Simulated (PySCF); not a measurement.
Si²⁺ (silicon, charge +2) across methods

[Ne] 3s1 4s1, high-spin 3S determinant (an excited configuration). Computed with PySCF 2.14 in dyall-av3z, with the non-relativistic Hamiltonian (point nucleus).

```json
{"method": "r2SCAN", "E (hartree)": "-287.7599", "mean ε 2p β (eV)": "-126.28", "mean ε 3s α (eV)": "-33.905", "mean ε 4s α (eV)": "-12.585", "Σ⟨r²⟩ (bohr²)": "28.11", "⟨S²⟩": "2.000"}
{"method": "M06-2X", "E (hartree)": "-287.7801", "mean ε 2p β (eV)": "-134.91", "mean ε 3s α (eV)": "-36.367", "mean ε 4s α (eV)": "-13.910", "Σ⟨r²⟩ (bohr²)": "27.50", "⟨S²⟩": "2.000"}
{"method": "LDA", "E (hartree)": "-286.6280", "mean ε 2p β (eV)": "-124.23", "mean ε 3s α (eV)": "-33.738", "mean ε 4s α (eV)": "-12.637", "Σ⟨r²⟩ (bohr²)": "27.48", "⟨S²⟩": "2.000"}
{"method": "PW91", "E (hartree)": "-287.7714", "mean ε 2p β (eV)": "-124.36", "mean ε 3s α (eV)": "-33.663", "mean ε 4s α (eV)": "-12.719", "Σ⟨r²⟩ (bohr²)": "27.60", "⟨S²⟩": "2.000"}
{"method": "MN15", "E (hartree)": "-287.7792", "mean ε 2p β (eV)": "-130.17", "mean ε 3s α (eV)": "-35.201", "mean ε 4s α (eV)": "-13.059", "Σ⟨r²⟩ (bohr²)": "28.41", "⟨S²⟩": "2.000"}
{"method": "PBE0", "E (hartree)": "-287.6701", "mean ε 2p β (eV)": "-129.51", "mean ε 3s α (eV)": "-34.827", "mean ε 4s α (eV)": "-13.157", "Σ⟨r²⟩ (bohr²)": "27.80", "⟨S²⟩": "2.000"}
{"method": "UHF", "E (hartree)": "-287.34172", "mean ε 2p β (eV)": "-144.30", "mean ε 3s α (eV)": "-38.229", "mean ε 4s α (eV)": "-14.162", "Σ⟨r²⟩ (bohr²)": "28.84", "⟨S²⟩": "2.000"}
{"method": "M06", "E (hartree)": "-287.7926", "mean ε 2p β (eV)": "-130.10", "mean ε 3s α (eV)": "-34.381", "mean ε 4s α (eV)": "-13.382", "Σ⟨r²⟩ (bohr²)": "27.14", "⟨S²⟩": "2.000"}
{"method": "PBE", "E (hartree)": "-287.6451", "mean ε 2p β (eV)": "-124.15", "mean ε 3s α (eV)": "-33.555", "mean ε 4s α (eV)": "-12.697", "Σ⟨r²⟩ (bohr²)": "27.60", "⟨S²⟩": "2.000"}
```

The outer electron is Rydberg-like, and this basis confines it to a smaller radius and binds it less than a complete one would.
